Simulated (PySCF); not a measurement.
C₂H₁₀F₂Si₃.
Geometry (GFN2-xTB, Å), atoms numbered from 1 in this order:
```xyz
17
C2H10F2Si3 angstrom
C     -0.873    2.042    0.677
Si    -1.085    0.152    0.751
Si     0.895   -1.034    1.040
Si     2.397   -0.906   -0.734
C     -1.691   -0.318   -1.038
F     -1.838   -1.673   -1.145
F     -0.732    0.016   -1.956
H     -1.805    2.553    0.448
H     -0.151    2.325   -0.086
H     -0.513    2.427    1.626
H     -2.287   -0.126    1.559
H      0.550   -2.431    1.351
H      1.488   -0.535    2.297
H      3.701   -1.479   -0.378
H      1.925   -1.618   -1.918
H      2.642    0.488   -1.114
H     -2.631    0.129   -1.389
```

Level of theory: TDDFT PBE0/def2-SVPD, vertical, gas phase, core orbitals frozen in the response in PySCF.

Ground-to-excited transition dipoles (e·a0, same axes as the geometry; the sign carries no meaning), for the states with f of 0.002 or more among the lowest 8:

```csv
state,E (eV),μx,μy,μz
S1,6.496,0.354,-0.183,-0.233
S2,6.784,-0.005,0.205,0.295
S3,6.868,-1.077,0.289,0.377
S4,7.128,0.318,-0.018,-0.098
S5,7.170,-0.057,-0.012,0.425
S6,7.292,0.146,0.008,-0.061
S8,7.521,-0.899,0.293,-0.203
```

Problem. What oscillator strength does each state have?

Solution. f = (2/3) ΔE |μ|² with ΔE in hartree (27.2114 eV).

```json
{"state": "S1", "|μ|² (au)": "0.213", "|μ| (D)": "1.17", "f": "0.034"}
{"state": "S2", "|μ|² (au)": "0.129", "|μ| (D)": "0.91", "f": "0.021"}
{"state": "S3", "|μ|² (au)": "1.386", "|μ| (D)": "2.99", "f": "0.233"}
{"state": "S4", "|μ|² (au)": "0.111", "|μ| (D)": "0.85", "f": "0.019"}
{"state": "S5", "|μ|² (au)": "0.184", "|μ| (D)": "1.09", "f": "0.032"}
{"state": "S6", "|μ|² (au)": "0.025", "|μ| (D)": "0.40", "f": "0.004"}
{"state": "S8", "|μ|² (au)": "0.936", "|μ| (D)": "2.46", "f": "0.172"}
```

Problem. What angle do the transition dipoles of S4 and S8 make?

Solution. |cos θ| = |μa·μb| / (|μa| |μb|) = 0.84, so θ ≈ 33° (taken between 0 and 90°, since the signs are arbitrary).

Problem. How is the summed strength of these states shared among x, y and z?

Solution. (2/3) Σ ΔE μα² gives 0.386 for x, 0.042 for y and 0.089 for z, 0.517 in all.

Problem. What peak molar absorption coefficient would the strongest computed level give as a lone Gaussian band 0.4 eV wide at half height?

Solution. ε(max) = 2.175×10⁸ f / FWHM, with the width in cm⁻¹. S3: 2.175×10⁸ × 0.2333 / 3226 ≈ 16000 L mol⁻¹ cm⁻¹.

On Arm Neoverse N1, one thread, on a shared host, this took 97 s of wall time and 0.91 GiB of memory at its peak.

One conformer stands for the species.
